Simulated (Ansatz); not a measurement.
Geometry optimisation, RKS r2SCAN-D4/def2-SVP in Ansatz.

The input (input.yaml):

```yaml
crystal:
  periodic: [false, false, false]
  atoms:
    - { symbol: Li, position_ang: [-0.18783, -1.36367, 2.123] }
    - { symbol: Te, position_ang: [1.31728, -0.85047, 0.18103] }
    - { symbol: B, position_ang: [-0.12977, 0.46612, -0.57153] }
    - { symbol: H, position_ang: [-0.20601, 1.57915, -0.19581] }
    - { symbol: H, position_ang: [-1.01852, 0.08871, -1.24458] }
basis:
  gaussian: { orbitals: def2-SVP }
hamiltonian:
  xc: r2scan
  dispersion: d4
relax:
  f_tol: 0.015
  max_steps: 40
```

Command:

```bash
$ ansatz run input.yaml --threads 1 --pin off --max-ram 2048MiB --backend cpu --events-out ev --progress --plain --runs-dir out
```

Q: Where does it end, and by what steps?

A: The forces met the threshold. After 16 steps the energy has fallen by 0.735 eV; Li1 moved furthest, 1.28 Å. Joined: Li1–B3, Li1–H4.

| step | energy less start (eV) | largest force component (eV/Å) | accepted |
| --- | --- | --- | --- |
| 0 | 0.0000 | 0.885 | yes |
| 1 | 0.0398 | 1.240 | no |
| 2 | -0.0745 | 0.360 | yes |
| 3 | -0.0835 | 0.078 | yes |
| 4 | -0.0841 | 0.027 | yes |
| 5 | -0.0844 | 0.019 | yes |
| 6 | -0.0850 | 0.064 | yes |
| 7 | -0.0934 | 0.284 | yes |
| 8 | -0.1249 | 0.476 | yes |
| 9 | -0.2248 | 0.478 | yes |
| 10 | -0.3724 | 0.510 | yes |
| 11 | -0.5477 | 0.416 | yes |
| 12 | -0.6805 | 0.235 | yes |
| 13 | -0.7144 | 0.433 | yes |
| 14 | -0.7341 | 0.089 | yes |
| 15 | -0.7348 | 0.041 | yes |
| 16 | -0.7349 | 0.002 | yes |

```xyz
5
Properties=species:S:1:pos:R:3
Li 0.080 -0.156 1.793
Te 1.276 -1.300 -0.065
B -0.207 0.146 -0.427
H -0.804 0.719 0.506
H -0.570 0.511 -1.515
```

The run took 59 s on 1 thread of Arm Neoverse V1 (shared host), peak memory 0.22 GiB.
